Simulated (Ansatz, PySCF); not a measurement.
Energy difference R1 → P1 + P2, each structure at its B3LYP-D3(BJ)/def2-TZVP stationary point, reached from a drawn start (curvature not checked).
R1, CH2Cl2 (SMILES ClCCl) (charge 0, multiplicity 1):
```tsv
atom	x (Å)	y (Å)	z (Å)
C	-0.0028	-0.1508	0.0027
Cl	1.4990	0.8056	0.0122
Cl	-1.4684	0.8592	-0.0415
H	-0.0299	-0.7410	0.9106
H	0.0020	-0.7732	-0.8839
```
P1: CH2Cl (SMILES [CH2]Cl), charge 0, multiplicity 2.
P2: Cl atom, charge 0, multiplicity 2.

P less R. No zero-point or thermal terms; singlets are restricted closed shells; open shells are unrestricted; no spin–orbit coupling.

Correlated levels freeze the cores. CBS: X⁻³ extrapolation of the correlation energy, Hartree–Fock from the larger set.

The values were computed with Ansatz (an electronic-structure program); PySCF for M06-2X. Each number belongs to the level named beside it.

| level | reaction energy (kJ/mol) |
|---|---|
| HF/cc-pV(Q+d)Z | 202.8 |
| PBE/def2-TZVPP | 346.8 |
| r2SCAN/def2-TZVPP | 327.5 |
| BHLYP/def2-TZVPP | 301.6 |
| M06-2X/def2-TZVPP | 346.5 |
| wB97X-V/def2-TZVPP | 342.9 |
| wB97M-V/def2-TZVPP | 347.0 |
| MP2/cc-pV(D+d)Z | (withheld) |
| CCSD(T)/CBS(cc-pV(T+d)Z, cc-pV(Q+d)Z) | (withheld) |

Q: What belongs in the gaps?

A: 
- MP2/cc-pV(D+d)Z, reaction energy (kJ/mol): 330.1
- CCSD(T)/CBS(cc-pV(T+d)Z, cc-pV(Q+d)Z), reaction energy (kJ/mol): 346.3
